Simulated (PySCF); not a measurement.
Species: [SeCl6]2- (charge -2).
Bonds: Se1–Cl2, Se1–Cl3, Se1–Cl4, Se1–Cl5, Se1–Cl6, Se1–Cl7.

A GFN2-xTB structure was refined with PySCF, PBE0-D3(BJ)/def2-SVP geometry optimisation, gas phase. Its GFN2-xTB values:

```
 coordinate  GFN2-xTB
    Se1–Cl2   2.359 Å
    Se1–Cl7   2.302 Å
Cl2–Se1–Cl3    174.1°
Cl2–Se1–Cl4     92.3°
```

Q: How do these coordinates change at the PBE0-D3(BJ)/def2-SVP level?

A: 
| coordinate | PBE0-D3(BJ)/def2-SVP (Å or °) | change |
| --- | --- | --- |
| Se1–Cl7 | 2.444 | +0.142 |
| Se1–Cl2 | 2.447 | +0.088 |
| Cl2–Se1–Cl3 | 179.8 | +5.7 |
| Cl2–Se1–Cl4 | 90.1 | -2.2 |

The energy falls by 3.7 kcal/mol over 6 energy and gradient evaluations, the largest force component goes from 0.0288 to 1.7e-04 Eh/bohr, and the atoms move by 0.067 Å rms after alignment. The bond that changes most is Se1–Cl7 (ends: selenium bonded to 6 Cl; chlorine bonded to Se), which lengthens by 0.142 Å. Bonds longer at the end by more than 0.005 Å: 4 of 6; shorter: 2.

The run used 140 basis functions and 44 SCF cycles in all. Time: 79 s; peak memory 0.66 GiB. Hardware: an Arm Neoverse V1 with one thread, no GPU, shared host.

PBE0-D3(BJ)/def2-SVP frequencies: not computed here. Whether so highly charged an anion holds all its electrons in the gas phase wasn't checked; a finite basis holds them in any case. The ion is multiply charged and computed without counter-ions or solvent.
